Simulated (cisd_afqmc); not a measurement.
Input (AFQMC/CISD/cc-pV(T+d)Z; cisd_afqmc is a phaseless AFQMC code with CISD trial states that reads the integrals written by Ansatz): A basis named .json is the Basis Set Exchange file of that set.

Ansatz 0.2 input:
```python
import cisd_afqmc

open("ham.yaml", "w").write("""\
crystal:
  periodic: [false, false, false]
  atoms:
    - {symbol: C, position_ang: [-1.05889319, -0.41439865, -0.02595821]}
    - {symbol: C, position_ang: [0.40160941, -0.20977686, 0.31428968]}
    - {symbol: Cl, position_ang: [1.25594560, -1.76762808, 0.04970319]}
    - {symbol: Cl, position_ang: [1.14001386, 1.08835899, -0.65833455]}
    - {symbol: Cl, position_ang: [-2.04142014, 1.00450070, 0.46072454]}
    - {symbol: H, position_ang: [-1.18775073, -0.56573923, -1.09381580]}
    - {symbol: H, position_ang: [-1.43921787, -1.27214559, 0.52200532]}
    - {symbol: H, position_ang: [0.54350312, 0.05400023, 1.35623763]}
basis:
  gaussian:
    orbitals: cc-pV_T+d_Z.json
magnetization: {spin_polarized: false}
correlation: {method: ccsd, electrons: outside_noble_gas, hamiltonian_folder: ham}
""")
rep = cisd_afqmc.ansatz("ham.yaml")
e_ccsd = rep["correlation"]["coupled_cluster"]["energy"]["hartree"]
out = cisd_afqmc.run("ham", e_ccsd, trial="CISD", walkers=1000, populations=1, threads=12, dt=0.005, steps=40, early=24, settle=10, least=100,
    cut=5e-5, rank_cut=2e-4, target=0.0004, seconds=1500, seed=4, memory=62639, gpu=True)
```

Output:

```
orbitals 202, occupied [16], factors 1206 of 1295, rank of the doubles 874 of 2976
E(HF) = -1456.064392
E(CCSD) on the cut factors = -1457.032945, shift to the whole factors -0.000011
Energy of the trial state on the determinant = -1457.032894
  tau behind 7.2 of longer steps, mean of the populations' last blocks
   2.0  -1457.08188
   4.0  -1457.08250
   6.0  -1457.08456
   8.0  -1457.07698
  10.0  -1457.07991
  12.0  -1457.07950
  14.0  -1457.07842
  16.0  -1457.07893
  18.0  -1457.07973
  20.0  -1457.08095
  22.0  -1457.08108
  24.0  -1457.07959
  26.0  -1457.08004
  28.0  -1457.08203
  30.0  -1457.08041
  32.0  -1457.08484
  34.0  -1457.08302
  36.0  -1457.07945
  38.0  -1457.07873
  40.0  -1457.07721
  42.0  -1457.08316
  44.0  -1457.08164
  46.0  -1457.07955
  48.0  -1457.07927
  50.0  -1457.07853
  52.0  -1457.07994
  54.0  -1457.07788
  56.0  -1457.07884
  58.0  -1457.07924
  60.0  -1457.07893
  62.0  -1457.08115
  64.0  -1457.07843
  66.0  -1457.07969
blocks 320 (0 outliers left out), error by blocks joined: 1: 0.00022, 2: 0.00027, 4: 0.00034, 8: 0.00036, 16: 0.00040
E(AFQMC/CISD) = -1457.08013 +/- 0.00040
```
